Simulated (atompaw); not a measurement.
# How hard is this Ni (Z = 28) PAW (atompaw) potential?

Ni (Z = 28), PAW, made with atompaw 4.2.0.5 (PBE, scalar-relativistic). Core [Ar], reference 3d8 4s2 4p0. Waves: 4s (bound); 4s channel at 3.45 Ry; 4p (bound, empty); 4p channel at 0.8 Ry; 3d (bound); 3d channel at 0.65 Ry. Local part: bessel scheme, radius 1.95 bohr. Core correction: smooth core density matched at 2.75 bohr. Augmentation charge: sinc compensation charge, radius 2.65 bohr; PAW radius 3.00 bohr; waves and projectors: bloechl.

The pseudo-atom Hamiltonian at the reference potential is diagonalised in spherical Bessel functions j_l(qr) that vanish at 20 bohr, with q² up to the cutoff. All-electron valence levels (Ry): 4s -0.4148, 4p -0.0900, 3d -0.6522.

Question: How do the lowest levels (Ry) of each channel move with the cutoff, and are there ghosts?

Answer:

```tsv
cutoff (Ry)	s #1	p #1	p #2	d #1	d #2	f #1	Σ f·Δε (mRy)
8	-0.4147	-0.0900	0.0491	-0.6038	0.0645	0.1128	387.3
10	-0.4147	-0.0900	0.0491	-0.6273	0.0643	0.1128	199.9
12	-0.4147	-0.0900	0.0491	-0.6396	0.0641	0.1128	101.5
15	-0.4148	-0.0900	0.0491	-0.6462	0.0639	0.1128	48.7
18	-0.4148	-0.0900	0.0491	-0.6506	0.0637	0.1128	13.3
21	-0.4148	-0.0900	0.0491	-0.6516	0.0636	0.1128	4.8
25	-0.4148	-0.0900	0.0491	-0.6520	0.0635	0.1128	1.6
30	-0.4148	-0.0900	0.0491	-0.6522	0.0635	0.1128	0.3
35	-0.4148	-0.0900	0.0491	-0.6522	0.0635	0.1128	0.1
40	-0.4148	-0.0900	0.0491	-0.6522	0.0635	0.1128	0.0
400	-0.4148	-0.0900	0.0491	-0.6522	0.0635	0.1128	0.0
```

Result: no extra level below or beside the all-electron valence levels (s, p, d, f tested); 10 mRy is reached at 21 Ry and 1 mRy at 30 Ry.
